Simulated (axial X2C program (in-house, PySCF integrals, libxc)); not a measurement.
## AlBr⁺ at several levels of theory

Computed with an in-house all-electron X2C program for linear molecules (integrals from PySCF). Spin-free means the one-electron spin-free X2C Hamiltonian. Basis: Br dyall-cv3z [8s9p6d4f1g], Al dyall-v3z [8s8p2d1f] (cores contracted in-house); Gaussian nuclei, density fitting, unrestricted open shells. Masses: Br 78.918 u, Al 26.982 u.

Input:
```json
{"zs": [35, 13], "q": 1, "bas": ["dyall-cv3z", "dyall-v3z"], "levels": ["PBE0", "HF", "B3LYP"], "cc": true, "r0": 2.4, "thr": -2.0, "nmax": 90, "npts": 10, "nst": 2, "ntry": 6}
```
```bash
python so2c.py task.json out
```

Keys: zs atomic numbers; q charge; bas basis sets; levels methods; cc coupled cluster on or off; r0 starting distance in Å; thr threshold in hartree for freezing inner shells (an s shell follows its p shell); nmax most natural virtual spinors; npts points on the curve; nst determinants followed; ntry starts of the search. HF also brings MP2.

State, spin-free: M_S = 1/2, Λ = 0 (beyond evenly filled blocks: σα); electrons by block: σα: 12, σβ: 11, π+α: 5, π+β: 5, π-α: 5, π-β: 5, δ+α: 1, δ+β: 1, δ-α: 1, δ-β: 1. Fragments: Br + Al+.

```csv
Hamiltonian,level,Re (Å),ωe (cm⁻¹),De (eV),D0 (eV),μ (D)
spin-free,PBE0,2.182,461.1,1.70,1.67,6.89
spin-free,HF,2.171,484.7,0.984,0.954,7.49
spin-free,CCSD,2.185,465.4,1.27,1.24,n/a
spin-free,CCSD(T),2.189,464.3,1.40,1.37,n/a
spin-free,B3LYP,2.201,436.6,1.42,1.39,6.94
```

Correlated methods: 9 electrons correlated (number of frozen shells: Br 3 s, 2 p, 1 d; Al 2 s, 1 p), 185 virtual spin orbitals or spinors in MP2, 90 natural virtuals in coupled cluster.

Dipoles are positive if Al is the positive end and refer to the centre of mass.

The state is one determinant whose occupation by symmetry is held fixed; it was picked as the lowest of a PBE0 search that is not exhaustive. De is counted from the lowest determinant-based energies of the atoms at the same level, without counterpoise correction. Coupled cluster ran in a truncated set of natural virtual spinors; the MP2 energy of the rest was added. (T) has no such correction and the atoms are truncated less, which lowers De at CCSD(T) by a hundredth of an eV or more. Spin-free De lacks the spin–orbit lowering of the heavy p-block atom, a tenth of an eV or more for 4p and 5p, up to an eV for 6p and one to two eV for 7p atoms, less what an open-shell molecule gains itself.

No reliable constants came from B3LYP (2c), CCSD (2c), CCSD(T) (2c), HF (2c), MP2 (2c), MP2 (spin-free), PBE0 (2c): no minimum in range, unconverged points, a curve that is not smooth, a change of character along it, or the two Hamiltonians disagreeing along it.

The whole task took 100 s on 1 thread of Intel(R) Xeon(R) Processor @ 2.30GHz (shared host).
